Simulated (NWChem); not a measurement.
Species: BiH2F; SMILES [BiH2][F]

Computed with NWChem. Geometry: optimised at PBE-D3(BJ)/def2-SVP. def2 effective core potentials on Bi; no spin-orbit coupling. Ions are spin-unrestricted doublets at the neutral geometry; other ion states weren't tried.

Q: What does the run give for B3LYP/def2-TZVP? Quantities: vertical ionisation energy, ΔSCF (eV); −ε(HOMO) (eV).

A: 
| Item | Result |
|---|---|
| vertical ionisation energy, ΔSCF (eV) | 10.50 |
| −ε(HOMO) (eV) | 7.95 |
